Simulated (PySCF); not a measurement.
Working out the ionisation energy of Cr

Cr [Ar] 3d5 4s1 (7S) → Cr⁺ [Ar] 3d5 (6S). Computed with PySCF 2.14 in aug-cc-pVDZ (7s6p4d2f, 59 functions), with no relativity, point nucleus. Frozen: [Ar]. Energies in hartree (1 hartree = 27.21139 eV):

```csv
part,Cr (lower),Cr⁺ (upper)
UHF,-1043.355111,-1043.137869
CCSD correlation,-0.089253,-0.071687
(T),-0.001984,-0.000845
```

Question: What does Hartree-Fock give?

Answer: (-1043.137869) − (-1043.355111) = 0.217242 hartree = 5.911 eV.

Question: What do CCSD and CCSD(T) give?

Answer: The CCSD correlation energies differ by 0.017566 hartree = 0.478 eV and the triples by 0.001139 hartree = 0.031 eV, so CCSD gives 6.389 eV and CCSD(T) 6.420 eV.

Measured between the centres of the two terms (NIST): 6.767 eV, so CCSD(T) (valence) is off by -0.347 eV.

The calculation is non-relativistic.

A double-zeta basis recovers only part of the correlation energy.

What remains against the reference includes basis incompleteness, the frozen core and higher excitations.
